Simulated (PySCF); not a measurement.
## Energy of Li²⁺ (lithium, charge +2) between two integer charges

The 1s alpha orbital of 1s1 is emptied in steps (occupation f), with all orbitals relaxed, ending at no electrons. All numbers are calculated (PySCF 2.14, no relativity, point nucleus, in aug-pcseg-2). The exact energy is a straight line in f; departures are measured from the line between the end points of the same method.

**Question.** Among UHF, BHandHLYP, wB97X, which shows the largest delocalisation error (convex curve), and which is closest to linear?

**Answer.** Most convex: wB97X (-2.766 eV at f = 0.5); closest to linear: UHF (0.000 eV).

| f | UHF (eV) | BHandHLYP (eV) | wB97X (eV) |
| --- | --- | --- | --- |
| 1 | 0.000 | 0.000 | 0.000 |
| 0.9 | 0.000 | -0.813 | -1.062 |
| 0.7 | 0.000 | -1.846 | -2.415 |
| 0.5 | 0.000 | -2.111 | -2.766 |
| 0.3 | 0.000 | -1.658 | -2.176 |
| 0.1 | 0.000 | -0.605 | -0.807 |
| 0 | 0.000 | 0.000 | 0.000 |

```
   method  E(f=0) − E(f=1) (eV)  −ε at f=1 (eV)  −ε at f=0.5 (eV)
      UHF                122.04          122.04            122.04
BHandHLYP                122.00          112.87            122.53
    wB97X                122.17          110.25            122.84
```

As f goes to zero the orbital energy of a semilocal functional can turn back, because the density of that orbital vanishes from the exchange-correlation potential.

Reference removal energy between the ground levels: 122.45 eV (theoretical estimate listed by NIST; NIST Atomic Spectra Database, ionization energies). UHF lacks correlation.
